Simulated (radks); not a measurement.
Q: Hg+, 79 electrons, occupied as [Xe] 4f14 5d10 6s1. Method: Dirac Kohn-Sham, PBEsol, spin-unpolarised, spherical densities, finite nucleus; Fermi nuclear charge, rms radius 5.4648 fm; computed with a radial shooting solver on a logarithmic mesh with Libxc functionals. Some entries of the table are withheld. Estimate them.

| orbital | occ. | eigenvalue (eV) | <r^2> (bohr^2) | r(max) (bohr) |
|---|---|---|---|---|
| 1s1/2 | 2 | -82976.28 | 0.0003812 | 0.01023 |
| 2s1/2 | 2 | -14702.91 | (1) | 0.05939 |
| 2p1/2 | 2 | -14113.00 | 0.004055 | 0.04362 |
| 2p3/2 | 4 | -12166.50 | 0.005241 | 0.05111 |
| 3s1/2 | 2 | -3495.405 | 0.03728 | 0.1671 |
| 3p1/2 | 2 | -3228.418 | 0.03393 | 0.1558 |
| 3p3/2 | 4 | -2797.323 | 0.04033 | 0.1710 |
| 3d3/2 | 4 | -2353.057 | 0.03087 | 0.1330 |
| 3d5/2 | 6 | -2260.647 | 0.03261 | 0.1372 |
| 4s1/2 | 2 | -775.1451 | 0.1801 | 0.3763 |
| 4p1/2 | 2 | (2) | (3) | 0.3742 |
| 4p3/2 | 4 | (4) | (5) | 0.4054 |
| 4d3/2 | 4 | -368.3993 | 0.2265 | 0.3976 |
| 4d5/2 | 6 | -348.9714 | 0.2379 | 0.4072 |
| 5s1/2 | 2 | -126.9353 | 0.9141 | 0.8285 |
| 4f5/2 | 6 | -107.0739 | 0.2774 | 0.3641 |
| 4f7/2 | 8 | -102.8803 | 0.2853 | 0.3687 |
| 5p1/2 | 2 | (6) | 1.068 | 0.8730 |
| 5p3/2 | 4 | (7) | 1.294 | 0.9524 |
| 5d3/2 | 4 | -20.0286 | 2.432 | 1.142 |
| 5d5/2 | 6 | -18.1501 | 2.651 | 1.180 |
| 6s1/2 | 1 | -14.7592 | 7.075 | 2.138 |

A: 
(1) 2s1/2 <r^2> (bohr^2): 0.005744
(2) 4p1/2 eigenvalue (eV): -660.4996
(3) 4p1/2 <r^2> (bohr^2): 0.1833
(4) 4p3/2 eigenvalue (eV): -556.3106
(5) 4p3/2 <r^2> (bohr^2): 0.2156
(6) 5p1/2 eigenvalue (eV): -89.0466
(7) 5p3/2 eigenvalue (eV): -70.7263
